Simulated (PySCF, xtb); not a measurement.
FS, SMILES [S]F (connectivity only; charge and spin as stated), charge -1, multiplicity 1.

Harmonic wavenumbers (cm⁻¹) from GFN2-xTB (xtb 6.7.1) at its own minimum, in rising order: 589.

What does PBE0-D3(BJ)/def2-TZVPD run with PySCF give at its own minimum? (Estimate from the structure and the level; the computed values follow.)

664. Paired by order, the mean absolute difference is 75 cm⁻¹ and the zero-point energies are 0.8 and 0.9 kcal/mol.
